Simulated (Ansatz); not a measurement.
CH6N2Si (`C=N[SiH2]N`), relaxed with RKS PBE-D4/def2-SVP in Ansatz from a rough embedded geometry. The force threshold is 0.03 eV/Å; the program also tests the step.

The species carries charge 0 and has multiplicity 1.

Start:

```xyz
10

C     1.642   -0.682   -0.310
N     0.535   -0.266   -0.658
Si   -0.438    0.253    0.642
N    -1.885    0.748   -0.289
H     2.378   -1.049   -1.137
H     2.084   -0.808    0.686
H    -0.845   -0.887    1.501
H     0.099    1.416    1.292
H    -1.485    1.363   -0.924
H    -2.085   -0.089   -0.805
```

| step | energy (eV) | largest force (eV/Å) | largest move (Å) |
| --- | --- | --- | --- |
| 1 | -11976.9990 | 3.776 | 0.000 |
| 2 | -11977.6624 | 1.490 | 0.198 |
| 3 | -11977.8227 | 0.537 | 0.200 |
| 4 | -11977.8481 | 0.481 | 0.068 |
| 5 (rejected) | -11977.7966 | 0.882 | 0.163 |
| 6 | -11977.8502 | 0.424 | 0.079 |
| 7 | -11977.8704 | 0.157 | 0.100 |
| 8 | -11977.8790 | 0.255 | 0.150 |
| 9 | -11977.8997 | 0.118 | 0.200 |
| 10 | -11977.9179 | 0.438 | 0.200 |
| 11 | -11977.9356 | 0.231 | 0.200 |
| 12 (rejected) | -11977.8752 | 1.440 | 0.197 |
| 13 | -11977.9415 | 0.167 | 0.097 |
| 14 | -11977.9440 | 0.093 | 0.092 |
| 15 (rejected) | -11977.9434 | 0.103 | 0.036 |
| 16 | -11977.9447 | 0.020 | 0.018 |

End:

```xyz
10

C     1.805   -0.849   -0.335
N     1.027    0.150   -0.470
Si   -0.388    0.454    0.567
N    -1.875    0.618   -0.313
H     2.672   -0.994   -1.024
H     1.699   -1.642    0.455
H    -0.575   -0.674    1.557
H    -0.107    1.760    1.249
H    -1.964    1.399   -0.969
H    -2.293   -0.224   -0.718
```

Hardware: 2 threads of an Intel Xeon Platinum 8488C on a shared host. Wall time 18 s, peak host memory 0.14 GiB.
